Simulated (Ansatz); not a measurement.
Input and output for Hg₅H₁₈Se₅.

```yaml
crystal:
  periodic: [false, false, false]
  atoms:
    - {symbol: Se, position_ang: [0.979353, -3.725614, -0.133864]}
    - {symbol: Hg, position_ang: [-2.519376, -3.382691, -0.791649]}
    - {symbol: Se, position_ang: [-0.844762, -0.592338, 0.419415]}
    - {symbol: Hg, position_ang: [-4.305509, -0.473612, 0.552709]}
    - {symbol: Se, position_ang: [-2.673755, 2.564456, -0.297016]}
    - {symbol: Hg, position_ang: [4.556810, -3.941389, -0.574075]}
    - {symbol: Se, position_ang: [3.372864, -0.786519, 0.295790]}
    - {symbol: Hg, position_ang: [0.745176, 0.497133, 2.038333]}
    - {symbol: Se, position_ang: [0.989636, 3.318887, 0.138466]}
    - {symbol: Hg, position_ang: [-1.189239, 5.869824, -0.735240]}
    - {symbol: H, position_ang: [0.882999, -3.664000, 1.332008]}
    - {symbol: H, position_ang: [1.520155, -5.099066, -0.066803]}
    - {symbol: H, position_ang: [-2.066023, -3.198993, -2.373678]}
    - {symbol: H, position_ang: [-3.009303, -3.608086, 0.781366]}
    - {symbol: H, position_ang: [-0.192494, -0.034920, -0.777070]}
    - {symbol: H, position_ang: [-4.425502, -0.980657, -1.024600]}
    - {symbol: H, position_ang: [-4.246609, 0.011688, 2.137598]}
    - {symbol: H, position_ang: [-3.596629, 3.716279, -0.353620]}
    - {symbol: H, position_ang: [-2.655871, 2.603020, 1.172639]}
    - {symbol: H, position_ang: [4.382179, -3.560255, -2.178011]}
    - {symbol: H, position_ang: [4.774402, -4.373254, 1.010796]}
    - {symbol: H, position_ang: [2.775029, -0.750763, -1.046554]}
    - {symbol: H, position_ang: [4.217048, 0.386588, -0.000953]}
    - {symbol: H, position_ang: [1.659051, 1.133912, 3.235824]}
    - {symbol: H, position_ang: [0.826227, 2.815724, -1.232725]}
    - {symbol: H, position_ang: [2.447474, 3.456777, -0.040065]}
    - {symbol: H, position_ang: [-1.487855, 6.252249, 0.848725]}
    - {symbol: H, position_ang: [-0.915486, 5.545618, -2.337737]}
basis:
  gaussian: {orbitals: def2-TZVP, fitting: {mean_field: def2-universal-jkfit}}
hamiltonian: {xc: {name: wB97M-V}}
scf: {omitted_lower_state_checks: [starts]}
```

```sh
$ ansatz run in.yaml --threads 2 --pin off --events-out ev --progress --plain --max-ram 32768MiB --backend cuda --devices 0, --max-vram 18GiB
```

Shortened log:

```
Functional definition: wB97M-V
2889 factors; integrals over basis functions are off by at most 5.2e-1 eV
2889 factors; integrals over basis functions are off by at most 5.9e-6 eV
mean field evaluation 1: about -347887.7072 eV, gradient 3.4e1 eV
mean field evaluation 2: about -347889.8386 eV, gradient 2.5e1 eV
mean field evaluation 4: about -347890.9094 eV, gradient 1.4e0 eV
mean field evaluation 8: about -347890.9335 eV, gradient 2.6e-2 eV
mean field evaluation 16: about -347890.9335 eV, gradient 3.3e-5 eV
mean field -347890.93346069 eV, -12784.7559957361 hartree, gradient 3.3e-5 eV, S^2 0.000000; 0 other end points of the search recorded, 0 dependent functions left out
reference -347890.93361918 eV, -12784.7560015606 hartree; 144, 144 occupied and 419, 419 virtual orbitals, 2889 factors
Total energy: -347890.93361918 eV, -12784.7560015606 hartree
Checks for a lower state left out: starts
```

Run time 16 s (2 threads of AMD EPYC 7R13 on a shared host and a share (18 GiB) of an NVIDIA H100 80GB HBM3), peak host memory 1.3 GiB.

In the def2 sets Hg takes a core potential; there is no spin–orbit coupling.
